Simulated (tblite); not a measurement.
C9H13F.
Atom-mapped SMILES: `[CH2:1]=[CH:2][C@@:3]1([F:4])[CH2:5][CH2:6][CH2:7][CH2:8][C:9]1=[CH2:10]` (hydrogens: H11, H12 on C1; H13 on C2; H14, H15 on C5; H16, H17 on C6; H18, H19 on C7; H20, H21 on C8; H22, H23 on C10)

Structure optimised with GFN2-xTB, isolated species.

Task: What internal coordinates does the optimisation give?

Result: 
```tsv
bond	length (Å)
C1=C2	1.319
C2–C3	1.506
C3–F4	1.394
C3–C5	1.538
C5–C6	1.524
C6–C7	1.524
C7–C8	1.530
C8–C9	1.501
C9=C10	1.322
C3–C9	1.515
C1–H11	1.077
C1–H12	1.077
C2–H13	1.080
C5–H14	1.092
C5–H15	1.093
C6–H16	1.092
C6–H17	1.092
C7–H18	1.092
C7–H19	1.092
C8–H20	1.091
C8–H21	1.094
C10–H22	1.076
C10–H23	1.077
```

A selection of angles:
```tsv
angle	degrees
C1–C2–C3	124.4
C2–C3–F4	108.6
C2–C3–C5	111.9
C2–C3–C9	110.3
F4–C3–C5	106.2
F4–C3–C9	109.1
C5–C3–C9	110.6
C3–C5–C6	112.6
C5–C6–C7	110.4
C6–C7–C8	110.3
C7–C8–C9	110.8
C8–C9–C10	123.3
C3–C9–C8	114.7
C3–C9–C10	122.0
```

Dihedral angles: C1–C2–C3–F4 1° (synperiplanar); C2–C3–C5–C6 73° (synclinal); C3–C5–C6–C7 56° (synclinal); C5–C6–C7–C8 -58° (synclinal); C6–C7–C8–C9 57° (synclinal); C7–C8–C9–C10 126° (anticlinal); C2–C3–C9–C8 -74° (synclinal).

The C–C distances run from 1.319 Å (C1=C2, drawn double) to 1.538 Å (C3–C5, drawn single), a spread of 0.219 Å. The 6-membered ring C3–C5–C6–C7–C8–C9 has internal angles of 110.3° to 114.7° (sum 669°, against 720° for a flat polygon); it is puckered, 0.23 Å rms from its mean plane, widest ring torsion 58°. Of the pairs four or more bonds apart, F4···H22 is among the closest relative to their van der Waals radii: 2.36 Å, 88 % of the sum of Bondi's values.

Point group: C1 (no symmetry element, even within 0.4 Å). Its GFN2-xTB frequencies are all real (lowest 41 cm⁻¹). The numbers are those of one conformer.

Time: 0.43 s of wall time. Hardware: AMD EPYC 7R43, one thread, shared host. This is the geometry optimisation.

All values are computed, not measured.
